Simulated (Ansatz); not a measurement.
The same path of CH3ClZn + H2 (8 atoms, charge 0, multiplicity 1) was run 3 times with different band settings. Lost on the way: Zn1–Cl2, H7–H8. Made: Zn1–H7, Cl2–H8.

Level of theory: RKS B3LYP/def2-SVP in Ansatz 0.2.0.

Relaxed end points:

```xyz
8
Properties=species:S:1:pos:R:3
Zn -0.414 0.112 -0.137
Cl -0.531 0.144 1.994
C -0.319 0.087 -2.076
H -0.032 -0.913 -2.435
H -1.296 0.347 -2.513
H 0.427 0.813 -2.435
H 3.023 -0.833 1.572
H 2.307 -0.636 1.742
```

```xyz
8
Properties=species:S:1:pos:R:3
Zn 1.165 -0.324 -0.516
Cl -0.201 0.059 2.441
C -0.065 0.017 -1.993
H -0.167 -0.871 -2.639
H -1.067 0.278 -1.616
H 0.289 0.851 -2.621
H 2.214 -0.615 0.609
H 0.996 -0.275 2.047
```

Common settings: spring 5.0 eV/Å²; optimiser quadratic models (default); start path through a guess of the saddle point; force threshold 0.05 eV/Å; end points relaxed.

| run | movable images | climbing image | iteration limit |
| --- | --- | --- | --- |
| 1 | 5 | yes | 60 |
| 2 | 5 | yes | 10 |
| 3 | 6 | no | 60 |

**Question.** What does each run give, and how far can it be trusted?

**Answer.** Run 1: converged after 11 iterations, highest image 1.458 eV above the first end. A vibrational analysis at the climbing image gives 2 clearly imaginary modes (757i, 75i cm⁻¹): a point of higher order, so a lower path passes nearby.
Run 2: not converged after 10 iterations, highest image 1.460 eV above the first end. The band didn't meet its force threshold, so its energies are provisional: the largest band force was still 0.15 eV/Å, and over the last iterations the top stayed at 1.47 eV.
Run 3: converged after 10 iterations, highest image 1.339 eV above the first end. No image climbed, so the highest image needn't sit at the top of the path.
The orbitals stay closed-shell, which can raise the energy where a bond breaks towards radicals; this wasn't checked here.
